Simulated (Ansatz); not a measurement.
Relaxation of C2H7BrOSi (12 atoms, charge 0, multiplicity 1), to a largest force component of 0.015 eV/Å in at most 40 steps.

Method: RKS B3LYP/def2-SVP (Ansatz 0.2.0).

```xyz
12
Properties=species:S:1:pos:R:3:forces:R:3
O -0.411 -0.517 2.107 -1.20 0.58 -1.58
C -0.722 0.507 1.083 1.67 -0.36 2.19
Si 0.430 0.574 -0.384 -1.52 0.67 -1.31
C 2.182 0.856 0.031 -0.68 -0.96 3.55
Br 2.872 -0.830 0.905 0.06 0.24 -0.07
H 0.333 -0.173 2.583 0.83 0.15 0.48
H -1.705 0.325 0.719 -1.32 -0.23 -0.30
H -0.701 1.504 1.573 -0.33 0.00 -0.13
H 0.197 -0.578 -1.257 0.21 -0.48 -0.22
H -0.019 1.785 -1.215 0.16 -0.31 0.35
H 2.817 1.005 -0.749 2.07 0.67 -2.63
H 2.312 1.622 0.817 0.05 0.02 -0.33
```

Problem. Where does it end, and by what steps?

Solution. The run converged. After 9 steps the energy has fallen by 0.489 eV; H6 moved furthest, 0.68 Å.

```tsv
step	energy less start (eV)	largest force component (eV/Å)	accepted
0	0.0000	3.546	yes
1	-0.3514	1.084	yes
2	-0.4280	1.278	yes
3	-0.4631	0.811	yes
4	-0.4834	0.095	yes
5	-0.4775	0.249	no
6	-0.4866	0.030	yes
7	-0.4880	0.056	yes
8	-0.4884	0.079	yes
9	-0.4889	0.010	yes
```

```xyz
12
Properties=species:S:1:pos:R:3
O -0.577 -0.632 1.937
C -0.717 0.555 1.176
Si 0.361 0.607 -0.395
C 2.196 0.878 0.045
Br 2.849 -0.436 1.377
H 0.354 -0.726 2.186
H -1.774 0.614 0.860
H -0.541 1.472 1.780
H 0.240 -0.660 -1.168
H -0.034 1.769 -1.254
H 2.858 0.773 -0.825
H 2.370 1.865 0.495
```

Run time: 36 s on 2 threads of Intel(R) Xeon(R) Platinum 8375C CPU @ 2.90GHz (Ice Lake), with other jobs on the host, peak memory 0.36 GiB.
